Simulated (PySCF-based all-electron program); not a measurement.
Results of a calculation; reference values are marked as such.
**SiCl3, doublet: all-electron forces**

Method: all-electron DFT (in-house code on PySCF), basis-limit composite values; the spin-free Dirac equation, no spin–orbit coupling, spin-unrestricted, lowest state found (another of this spin can lie close). Forces are good to about 0.004 eV/Å. Atoms are numbered as listed.

Shape A:

```xyz
4

Si    0.0000    0.0000    0.0000
Cl    1.9117    0.0000    0.7119
Cl   -0.9559    1.6556    0.7119
Cl   -0.9559   -1.6556    0.7119
```

PBE forces:

```json
{"atom": "Si1", "Fx": "0.000", "Fy": "0.000", "Fz (eV/Å)": "-0.178"}
{"atom": "Cl2", "Fx": "0.430", "Fy": "0.000", "Fz (eV/Å)": "0.059"}
{"atom": "Cl3", "Fx": "-0.215", "Fy": "0.373", "Fz (eV/Å)": "0.059"}
{"atom": "Cl4", "Fx": "-0.215", "Fy": "-0.373", "Fz (eV/Å)": "0.059"}
```

What forces does r2SCAN give in shape A?

The forces move by 0.323 eV/Å (r.m.s. over the atoms) from PBE.

| atom | Fx | Fy | Fz (eV/Å) |
| --- | --- | --- | --- |
| Si1 | 0.000 | 0.000 | 0.157 |
| Cl2 | 0.131 | 0.000 | -0.052 |
| Cl3 | -0.066 | 0.113 | -0.052 |
| Cl4 | -0.066 | -0.113 | -0.052 |

Shape B:

```json
{"atom": "Si", "x (Å)": "-0.0215", "y (Å)": "0.1010", "z (Å)": "0.0741"}
{"atom": "Cl", "x (Å)": "2.0345", "y (Å)": "0.0443", "z (Å)": "0.7137"}
{"atom": "Cl", "x (Å)": "-0.9022", "y (Å)": "1.7265", "z (Å)": "0.7630"}
{"atom": "Cl", "x (Å)": "-1.0369", "y (Å)": "-1.6286", "z (Å)": "0.7186"}
```

Against shape A, Si1–Cl2 goes from 2.040 to 2.154 Å, Si1–Cl3 goes from 2.040 to 1.973 Å, Si1–Cl4 goes from 2.040 to 2.107 Å.

PBE forces:

```
atom      Fx      Fy  Fz (eV/Å)
 Si1   1.457  -1.815     -0.223
 Cl2  -1.082   0.002     -0.267
 Cl3  -0.707   1.295      0.614
 Cl4   0.332   0.518     -0.124
```

What forces does r2SCAN give in shape B?

The forces move by 0.321 eV/Å (r.m.s. over the atoms) from PBE.

| atom | Fx | Fy | Fz (eV/Å) |
| --- | --- | --- | --- |
| Si1 | 1.449 | -1.808 | 0.062 |
| Cl2 | -1.396 | 0.005 | -0.352 |
| Cl3 | -0.553 | 1.012 | 0.504 |
| Cl4 | 0.500 | 0.790 | -0.214 |

Shape C:

```xyz
4

Si    0.0000    0.0000    0.0000
Cl    1.7206    0.0000    0.6408
Cl   -0.9559    1.6556    0.7119
Cl   -0.9559   -1.6556    0.7119
```

Against shape A, Si1–Cl2 goes from 2.040 to 1.836 Å.

PBE forces:

| atom | Fx | Fy | Fz (eV/Å) |
| --- | --- | --- | --- |
| Si1 | -5.179 | 0.000 | -2.175 |
| Cl2 | 5.975 | 0.000 | 1.995 |
| Cl3 | -0.398 | 0.517 | 0.090 |
| Cl4 | -0.398 | -0.517 | 0.090 |

What forces does r2SCAN give in shape C?

The forces move by 0.290 eV/Å (r.m.s. over the atoms) from PBE.

| atom | Fx | Fy | Fz (eV/Å) |
| --- | --- | --- | --- |
| Si1 | -5.181 | 0.000 | -1.866 |
| Cl2 | 5.724 | 0.000 | 1.893 |
| Cl3 | -0.272 | 0.278 | -0.013 |
| Cl4 | -0.272 | -0.279 | -0.013 |
